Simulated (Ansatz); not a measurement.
Input file:

```yaml
crystal:
  periodic: [false, false, false]
  atoms:
    - { symbol: O, position_ang: [1.11509, -1.78769, 1.43035] }
    - { symbol: C, position_ang: [0.64207, -0.99956, 0.82379] }
    - { symbol: Si, position_ang: [-0.37843, 0.0131, -0.5841] }
    - { symbol: O, position_ang: [-0.90327, -0.98744, -1.55436] }
    - { symbol: O, position_ang: [-0.12924, 1.42, 0.02825] }
    - { symbol: H, position_ang: [0.32225, 1.82247, 0.77673] }
total_charge: 1
basis:
  gaussian: { orbitals: def2-SVP }
hamiltonian:
  xc: pbe0
relax:
  f_tol: 0.015
  max_steps: 40
```

Run as:

```bash
$ ansatz run input.yaml --threads 1 --pin off --max-ram 2048MiB --backend cpu --events-out ev --progress --plain --runs-dir out
```

Hardware: 1 thread of Intel(R) Xeon(R) Processor @ 2.50GHz (Skylake/Cascade Lake), with other jobs on the host.

Q: Roughly how long does this run take, and how much memory?

A: 97 s, with a peak of 0.16 GiB, for 18 ionic steps.
